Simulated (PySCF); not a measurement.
State search for BeGa

Unrestricted PBE0; Be pcseg-1, Ga pcseg-1; no relativity (PySCF 2.14). Outer shells of the fragments: Be 2s2; Ga 3d10 4s2 4p1.

Followed along the bond (rough minima from three points):

```json
{"2Ms+1": "2", "unpaired": "π ↑", "⟨S²⟩ at the start": "0.78", "R at minimum (Å)": "2.41", "Te (eV)": "0.00"}
{"2Ms+1": "2", "unpaired": "σ ↑", "⟨S²⟩ at the start": "0.76", "R at minimum (Å)": "2.64", "Te (eV)": "0.11"}
{"2Ms+1": "4", "unpaired": "σ ↑, π ↑↑", "⟨S²⟩ at the start": "3.76", "R at minimum (Å)": "2.09", "Te (eV)": "1.03"}
{"2Ms+1": "4", "unpaired": "σ ↑↑, π ↑", "⟨S²⟩ at the start": "3.75", "R at minimum (Å)": "2.26", "Te (eV)": "1.12"}
{"2Ms+1": "2", "unpaired": "σ ↑, π ↑↓", "⟨S²⟩ at the start": "1.76", "R at minimum (Å)": "2.10", "Te (eV)": "1.62"}
```

Solutions found at the starting distance of 2.165 Å, counted from the lowest of them; the search is not exhaustive and high or unbound solutions are not listed, so other states can lie among these:

| 2Ms+1 | unpaired | term | E (eV) | ⟨S²⟩ | ⟨Lz²⟩ | μ (D) |
| --- | --- | --- | --- | --- | --- | --- |
| 2 | π ↑ | ²Π | 0.00 | 0.78 | 1.00 | -0.44 |
| 2 | σ ↑ | ²Σ⁺ | 0.45 | 0.76 | 0.00 | 0.54 |
| 4 | σ ↑, π ↑↑ | ⁴Σ⁻ | 0.90 | 3.76 | 0.00 | -0.12 |
| 4 | σ ↑↑, π ↑ | ⁴Π | 1.00 | 3.75 | 1.00 | 1.34 |
| 2 | σ ↑, π ↑↓ | mixed | 1.48 | 1.76 | 2.01 | -0.30 |
| 2 | σ ↓, π ↑↑ | mixed | 1.70 | 1.76 | 0.00 | -0.47 |
| 2 | σ ↑ | mixed | 2.02 | 0.84 | 2.00 | -0.28 |
| 4 | σ ↑, π ↑↑ | mixed | 3.31 | 3.76 | 2.00 | -0.66 |
| 2 | π ↑ | ²Π | 4.26 | 0.79 | 1.01 | -0.35 |

A term symbol is given only where ⟨S²⟩ and ⟨Lz²⟩ are close to those of a pure state; real π, δ and φ orbitals otherwise mix terms. A positive dipole means Be(−)Ga(+).

**Question.** Compare the gap between the two lowest followed solutions at the starting distance with the gap between their minima.

**Answer.** At PBE0 the second solution (doublet, unpaired electrons σ ↑) lies +0.45 eV from the first (doublet, unpaired electrons π ↑) at 2.165 Å and +0.11 eV at the minima; the two curves relax by different amounts, since their minima lie near 2.64 and 2.41 Å.

Spin–orbit coupling is left out. Counting both spins, an empty level lies below a filled one in some of these solutions, because spin and occupation are held.
